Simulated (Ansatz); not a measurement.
(H2Ga-mu-PSiH3)2 (Ga₂Si₄P₂H₁₆): single points at one geometry.

```yaml
crystal:
  periodic: [false, false, false]
  atoms:
    - {symbol: Ga, position_ang: [-0.688843, -0.817566, 1.451720]}
    - {symbol: H, position_ang: [0.026656, -2.117105, 1.945510]}
    - {symbol: H, position_ang: [-1.949705, -0.172909, 2.113715]}
    - {symbol: P, position_ang: [-0.986489, -0.918765, -0.971459]}
    - {symbol: Si, position_ang: [-0.491073, -2.917454, -1.867563]}
    - {symbol: Si, position_ang: [-3.046266, -0.353651, -1.665314]}
    - {symbol: Ga, position_ang: [0.682043, 0.804337, -1.430687]}
    - {symbol: H, position_ang: [1.944852, 0.159021, -2.089229]}
    - {symbol: H, position_ang: [-0.031105, 2.103356, -1.930135]}
    - {symbol: P, position_ang: [0.978172, 0.908524, 0.991191]}
    - {symbol: Si, position_ang: [3.051727, 0.360388, 1.657004]}
    - {symbol: Si, position_ang: [0.488311, 2.918630, 1.865091]}
    - {symbol: H, position_ang: [0.871735, -3.286586, -1.390480]}
    - {symbol: H, position_ang: [-0.505933, -2.827767, -3.357551]}
    - {symbol: H, position_ang: [-1.484108, -3.939280, -1.422259]}
    - {symbol: H, position_ang: [-3.071789, -0.251208, -3.154398]}
    - {symbol: H, position_ang: [-4.038397, -1.376806, -1.221283]}
    - {symbol: H, position_ang: [-3.366263, 0.968314, -1.056124]}
    - {symbol: H, position_ang: [3.102177, 0.255676, 3.145137]}
    - {symbol: H, position_ang: [3.374638, -0.957159, 1.039783]}
    - {symbol: H, position_ang: [4.026767, 1.393645, 1.198605]}
    - {symbol: H, position_ang: [1.406538, 3.954896, 1.307367]}
    - {symbol: H, position_ang: [-0.920501, 3.228488, 1.490270]}
    - {symbol: H, position_ang: [0.626845, 2.880970, 3.351089]}
basis:
  gaussian: {orbitals: def2-TZVP, initial_orbitals: start.molden}
hamiltonian: {xc: {name: BLYP}, dispersion: d4}
scf: {omitted_lower_state_checks: [starts]}
output: {orbitals: {seedname: orbitals}}
```

The file start.molden holds the orbitals of an earlier run on this structure, at another level or in another basis.

```sh
$ ansatz run in.yaml --threads 4 --pin off --events-out ev --progress --plain --max-ram 6963MiB
```

Shortened log:

```
Functional definition: BLYP
2988 factors; their error is unknown
mean field evaluation 1: about -155109.5117 eV, gradient 2.4e1 eV
mean field evaluation 2: about -155110.0861 eV, gradient 5.6e-1 eV
mean field evaluation 4: about -155110.0348 eV, gradient 8.0e-2 eV
mean field evaluation 8: about -155110.0348 eV, gradient 7.2e-6 eV
mean field -155110.03483495 eV, -5700.1886428265 hartree, gradient 7.2e-6 eV, S^2 0.000000; 0 other end points of the search recorded, 0 dependent functions left out
reference -155110.03548332 eV, -5700.1886666538 hartree; 82, 82 occupied and 332, 332 virtual orbitals, 2988 factors
Total energy: -155112.20819455 eV, -5700.2685123189 hartree
Checks for a lower state left out: starts
```

It took 11 s on 4 threads of Arm Neoverse V2 on a shared host, peak host memory 1.3 GiB.

First input, but with `hamiltonian: {xc: r2scan, dispersion: d4}` (abridged; 21 s):

```
Functional definition: r2SCAN
mean field -155103.55611927 eV, -5699.9505544168 hartree, gradient 1.1e-5 eV, S^2 0.000000
Total energy: -155103.83908764 eV, -5699.9609533126 hartree
Checks for a lower state left out: starts
```

Geometry: r2SCAN-D4/def2-SVP.
